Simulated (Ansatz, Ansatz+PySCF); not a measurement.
```xyz
2

Si    0.0000    0.0000    0.0000
N     0.0000    0.0000    1.5720
```

Basis set: def2-SVP (spherical functions). Correlated methods keep 6 orbitals frozen. Charge 0, multiplicity 2.

Computed with Ansatz (development build ahead of 0.2.0); each method stands on the lowest determinant of its kind that the runs found.

The atomization energy at this shape (free ground-state atoms in the same class of orbitals less the molecule, no zero-point energy) of doublet SiN:

```csv
method,atomization energy
UHF,25.54 kcal/mol
```

(1) What does UHF-MP2 give?

Results:

(1) 71.77 kcal/mol. Caution: the shape is not the minimum; the unrestricted determinant is spin contaminated.
